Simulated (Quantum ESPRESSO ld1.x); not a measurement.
Problem. Re31+, configuration [Kr] 4d8. Method: Dirac Kohn-Sham, HCTH/120, spin-unpolarised, spherical densities, point nucleus; open shells are shared between the two j in proportion to 2j + 1; computed with ld1.x of Quantum ESPRESSO 7.5. Some entries of the table are withheld. Estimate them.

orbital  occ.  eigenvalue (eV)  <r^2> (bohr^2)
1s1/2       2         -72706.7       0.0004481
2s1/2       2         -13576.6        0.006820
2p1/2       2         -13041.3        0.004862
2p3/2       4         -11602.9        0.006059
3s1/2       2              (1)         0.04397
3p1/2       2              (2)         0.04026
3p3/2       4              (3)         0.04654
3d3/2       4         -3090.15         0.03590
3d5/2       6         -3021.34         0.03761
4s1/2       2         -1652.16          0.1897
4p1/2       2         -1551.22          0.1898
4p3/2       4         -1460.47          0.2122
4d3/2     3.2         -1295.70          0.2082
4d5/2     4.8         -1276.82          0.2147
4f5/2       0         -1077.36             (4)
4f7/2       0         -1072.38             (5)
5s1/2       0         -879.503          0.6095
5p1/2       0              (6)          0.6302
5p3/2       0              (7)          0.6858
5d3/2       0         -725.973          0.7222
5d5/2       0         -718.668          0.7380

Solution. 
(1) 3s1/2 eigenvalue (eV): -4037.48
(2) 3p1/2 eigenvalue (eV): -3800.91
(3) 3p3/2 eigenvalue (eV): -3484.35
(4) 4f5/2 <r^2> (bohr^2): 0.1894
(5) 4f7/2 <r^2> (bohr^2): 0.1919
(6) 5p1/2 eigenvalue (eV): -834.080
(7) 5p3/2 eigenvalue (eV): -799.607
